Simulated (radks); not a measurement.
Question: All-electron atom: La III in [Xe] 5d1. Method: scalar-relativistic Kohn-Sham, r2SCAN, spin-unpolarised, spherical densities, finite nucleus; meta-GGA in the generalised Kohn-Sham scheme; Fermi nuclear charge, rms radius 4.855 fm; computed with a radial shooting solver on a logarithmic mesh with Libxc functionals. Some entries of the table are withheld. Estimate them.

| orbital | occ. | eigenvalue (Ry) | <r^2> (bohr^2) |
|---|---|---|---|
| 1s | 2 | -2853.691 | 0.0008541 |
| 2s | 2 | -456.4567 | 0.01362 |
| 2p | 6 | (1) | 0.01085 |
| 3s | 2 | -98.89653 | 0.09258 |
| 3p | 6 | -83.64239 | 0.09273 |
| 3d | 10 | -61.74818 | 0.07970 |
| 4s | 2 | (2) | 0.4829 |
| 4p | 6 | -15.93666 | (3) |
| 4d | 10 | -8.69173 | 0.6835 |
| 5s | 2 | -3.85634 | 2.743 |
| 5p | 6 | -2.60788 | 3.619 |
| 5d | 1 | (4) | 7.590 |

Answer: 
(1) 2p eigenvalue (Ry): -408.9662
(2) 4s eigenvalue (Ry): -20.92683
(3) 4p <r^2> (bohr^2): 0.5457
(4) 5d eigenvalue (Ry): -1.04892
